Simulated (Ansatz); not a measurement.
Consider the substitution at a C–C bond: `BC(C)C` + `O[SiH3]` → `BC(C)O[SiH3]` + CH₄.

Gas-phase electronic energies from Ansatz, PBE0-D4/def2-TZVP geometries. CCSD(T)/CBS is the MP2 limit (def2-TZVPP, def2-QZVPP) plus CCSD(T) − MP2 in def2-TZVPP, frozen cores. This one scheme is used for every species. Functionals use def2-TZVPP. B3LYP here is the variant with VWN-RPA as its local correlation; programs differ in this. HSE06 is defined as in plane-wave codes. Each species was taken in one conformer, which may not be the lowest.

Q: Is it downhill or uphill in electronic energy at CCSD(T)/CBS, and by how much? (Best estimate.)

A: Computed: Uphill: ΔE = +8.9 kcal/mol.

Q: What do these levels give: PBE-D4, PBE0-D4, B3LYP-D4, revPBE, BLYP, r2SCANh, HSE06, LC-ωPBE, RPA@PBE/def2-TZVPP, CCSD(T)/def2-SVP, SCS-MP2/def2-TZVPP, SCS-MP2/def2-QZVPP? (Best estimate.)

A: Computed: PBE-D4 7.6, PBE0-D4 8.3, B3LYP-D4 6.2, revPBE 8.4, BLYP 6.6, r2SCANh 8.0, HSE06 9.0, LC-ωPBE 8.9, RPA@PBE/def2-TZVPP 7.9, CCSD(T)/def2-SVP 6.6, SCS-MP2/def2-TZVPP 8.9, SCS-MP2/def2-QZVPP 9.2 kcal/mol.

Largest T1 diagnostic among the species: 0.011.

From r2SCAN to r2SCAN0 (25 % exact exchange), in def2-TZVPP and without D4, ΔE moves by +0.8 kcal/mol. Leaving LDA and LC-ωPBE aside and taking each functional with its dispersion term where it has one, the values, not all of them listed here, spread over 4.1 kcal/mol, from BLYP-D4 to PBE-QIDH.
